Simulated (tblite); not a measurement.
Compound: C5H8F2SSi.
Geometry (GFN2-xTB, Å), atoms numbered from 1 in this order:
```
atom  x, y, z in Å
C1     3.0455   -0.1004   -0.3130
S2     1.7580   -1.3775   -0.2258
C3     0.2526   -0.4974   -0.0076
C4     0.0048    0.8061   -0.1399
F5     0.9277    1.7300   -0.5133
C6    -1.3676    1.3296    0.1309
F7    -1.4009    1.9637    1.3795
Si8   -2.4478   -0.2603    0.2033
C9    -0.9090   -1.3783    0.3629
H10    2.9714    0.5490    0.5530
H11    2.9493    0.4691   -1.2315
H12    3.9900   -0.6357   -0.3003
H13   -1.6360    2.1095   -0.5869
H14   -3.3084   -0.2316    1.3794
H15   -3.1533   -0.4551   -1.0630
H16   -0.7627   -1.7539    1.3775
H17   -0.9206   -2.2547   -0.2857
```

Level: GFN2-xTB in tblite, geometry and Hessian alike; calculated harmonic values, unscaled, isolated species. Against measured fundamentals such values can be off by several per cent, at times by over 20. Modes of hydrogen on silicon can be 10 to 20 % off. One conformer, not necessarily the lowest.

Harmonic wavenumbers (cm⁻¹): 34.4, 55.2, 102.5, 179.4, 204.1, 220.9, 232.4, 254.1, 315.6, 359.9, 395.6, 465.0, 480.2, 529.1, 584.8, 642.3, 658.7, 725.6, 736.9, 750.7, 755.8, 775.4, 936.3, 939.7, 958.1, 971.8, 1091.0, 1097.5, 1120.4, 1184.4, 1221.5, 1267.1, 1317.7, 1445.5, 1450.0, 1451.2, 1681.1, 2283.2, 2328.4, 2942.3, 2962.8, 2992.4, 3044.2, 3052.6, 3056.4.

A = 1901, B = 837.4, C = 630.5 MHz; mass 166.008 u (most abundant isotopes); point group C1, symmetry number 1.

Q: What is the zero-point energy?

A: Half the sum of the wavenumbers: 25127 cm⁻¹ = 300.59 kJ/mol.

Q: What is S at 298.15 K and 1 bar for an ideal gas of classical rigid rotors and harmonic oscillators?

A: Translation 172.61, rotation 126.15, vibration 135.27: S = 434.0 J/(mol K).

Q: And Cp and H(298.15 K) − H(0)?

A: Cp = 174.08 J/(mol K), of which vibrations give 140.82 (their classical limit is 45 R = 374.2); H(298.15 K) − H(0) = 31.16 kJ/mol without the zero-point energy, 21.24 from vibrations.

Q: Blend soft modes into free rotors: weight 1/[1 + (100 cm⁻¹/ν̃)⁴] for the oscillator and the rest for a rotor with moment μB/(μ + B), μ = h/(8π²ν), B = 10⁻⁴⁴ kg m². What vibrational entropy results?

A: 122.95 J/(mol K) in place of 135.27, which changes −T·S at 298.15 K by +3.67 kJ/mol.

Q: How do the functions run with temperature in this model?

A: 
```csv
T (K),S (J/(mol K)),Cp (J/(mol K)),H − H(0) (kJ/mol),G − H(0) (kJ/mol),ln q(vib)
150,339.9,106.1,10.28,-40.71,3.45
250,405.2,153.1,23.27,-78.04,6.32
400,490.8,212.6,50.92,-145.39,10.61
600,588.0,266.4,99.23,-253.56,16.10
900,706.0,314.7,187.07,-448.37,23.57
```

q(vib) and H(0) count from the zero-point level.

Hindered rotation and anharmonicity are outside this model. Other conformers, if any are populated, would add a mixing term that is left out. The structure is chiral; the term R ln 2 for an equal mix with its mirror image is left out.

The run took 1.3 s wall on one thread of an Arm Neoverse N1, shared host with 64 logical CPUs at a one-minute load of 62. The figure is for the frequency step alone.
